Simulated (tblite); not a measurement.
Species: C8H9OP.
Geometry (GFN2-xTB, Å), atoms numbered from 1 in this order:
```xyz
19
C8H9OP angstrom
C      3.4117    1.1910   -0.2508
C      2.2136    0.4164   -0.4847
C      1.2107   -0.2368   -0.6237
P     -0.2453   -1.1605   -1.0149
C     -0.0529   -2.4930    0.2639
C     -1.4092   -0.0846   -0.1210
C     -1.5783    1.3119   -0.3490
C     -2.5910    1.7057    0.4637
O     -3.0707    0.6649    1.1665
C     -2.3569   -0.4149    0.8046
H      3.2266    2.2392   -0.4857
H      4.2209    0.8246   -0.8824
H      3.7134    1.1117    0.7937
H     -0.9455   -3.1162    0.2698
H      0.7996   -3.1129   -0.0095
H      0.1084   -2.0693    1.2536
H     -1.0047    1.9175   -1.0206
H     -3.0484    2.6612    0.6296
H     -2.6118   -1.3468    1.2691
```

Calculated harmonic vibrations of the isolated species, GFN2-xTB (tblite), most abundant isotopes, no scaling. Against measured fundamentals such values can be off by several per cent, at times by over 20. One conformer, not necessarily the lowest. The optimisation stopped once no atom felt more than 0.01 eV/Å.

Lowest wavenumbers of the output (negative numbers stand for imaginary wavenumbers):
```
mode    cm-1
  1     -26.9
  2      28.1
  3      48.5
  4      99.9
  5     151.3
  6     172.6
  7     203.9
  8     252.1
  9     270.0
 10     294.2
 11     335.4
 12     345.4
 13     463.6
 14     564.3
 15     595.2
```

Q: Is this structure a minimum?

A: Not by this Hessian. 1 mode is imaginary beyond 20i (27i cm⁻¹), so at this level the point lies at or near a first-order saddle. The curvature is small, so loose convergence or finite differences may be the whole cause.

Q: Which atoms move in the imaginary mode?

A: 27i: H13 (methyl hydrogen) 33 %, H12 (methyl hydrogen) 33 %, H11 (methyl hydrogen) 33 %. These are shares of the mass-weighted motion.

Q: What is the remedy?

A: Step along that mode in both directions, optimise again with tighter thresholds and repeat the frequencies. The zero-point energy of this point (89.5 kcal/mol) counts the 50 real modes alone, and thermal corrections from it aren't those of a minimum.

The run took 0.72 s on one thread of an Arm Neoverse V2 (shared host). This covers the Hessian and the dipole derivatives.
